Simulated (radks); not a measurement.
The nuclear charge of the scandium ion Sc2+ is varied continuously with 19 electrons held in [Ar] 3d1. Calculated with a radial shooting solver on a logarithmic mesh with Libxc functionals: Dirac Kohn-Sham, PBEsol, spin-unpolarised, spherical densities, point nucleus; open shells are shared between the two j in proportion to 2j + 1. By the Hellmann-Feynman theorem dE/dZ = E(electron-nucleus)/Z, the electronic potential at the nucleus.

Z	E (hartree)	E(electron-nucleus)/Z (hartree)	HOMO	e(HOMO) (eV)	<r> HOMO (bohr)
20	-679.19256	-80.6385	3d5/2	-5.585	2.359
20.1	-687.28255	-81.1611	3d5/2	-6.543	2.217
20.2	-695.42473	-81.6826	3d5/2	-7.572	2.099
20.3	-703.61903	-82.2032	3d5/2	-8.667	1.999
20.4	-711.86536	-82.7232	3d5/2	-9.821	1.913
20.5	-720.16365	-83.2426	3d5/2	-11.032	1.838
20.6	-728.51386	-83.7615	3d5/2	-12.295	1.771
20.7	-736.91594	-84.2801	3d5/2	-13.610	1.711
20.8	-745.36987	-84.7984	3d5/2	-14.972	1.658
20.9	-753.87561	-85.3164	3d5/2	-16.381	1.609
21	-762.43313	-85.8341	3d5/2	-17.835	1.565
21.1	-771.04243	-86.3517	3d5/2	-19.332	1.524
21.2	-779.70347	-86.8692	3d5/2	-20.872	1.486
21.3	-788.41626	-87.3865	3d5/2	-22.453	1.451
21.4	-797.18078	-87.9038	3d5/2	-24.075	1.419
21.5	-805.99701	-88.4209	3d5/2	-25.736	1.388
21.6	-814.86496	-88.9380	3d5/2	-27.437	1.360
21.7	-823.78462	-89.4551	3d5/2	-29.176	1.333
21.8	-832.75598	-89.9721	3d5/2	-30.953	1.307
21.9	-841.77905	-90.4892	3d5/2	-32.768	1.283
22	-850.85382	-91.0062	3d5/2	-34.619	1.260

The central difference of E at Z = 21 is -85.834 hartree, to compare with the third column; the second derivative is -5.18 hartree.
